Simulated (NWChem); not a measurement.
Molecule: GeHOBr, singlet; SMILES [Ge]([Br])[OH]

```xyz
4

Ge     0.4127     0.9824     0.0000
Br    -0.0456    -1.3211     0.0000
O     -1.2824     1.5376     0.0000
H     -1.3525     2.5015     0.0000
```
Atoms are numbered in this order, from 1.

Results from NWChem. Low-valent species are run as closed-shell singlets; no triplet was tried in these runs. Structure relaxed at the PBE0/def2-SVP level.

### Question
Predict the results for B3LYP/def2-TZVP. Quantities: highest occupied level (eV); orbital gap (eV); dipole (D).

### Answer
```
Property                     Result
---------------------------  ------
highest occupied level (eV)   -7.38
orbital gap (eV)               4.75
dipole (D)                     3.30
```
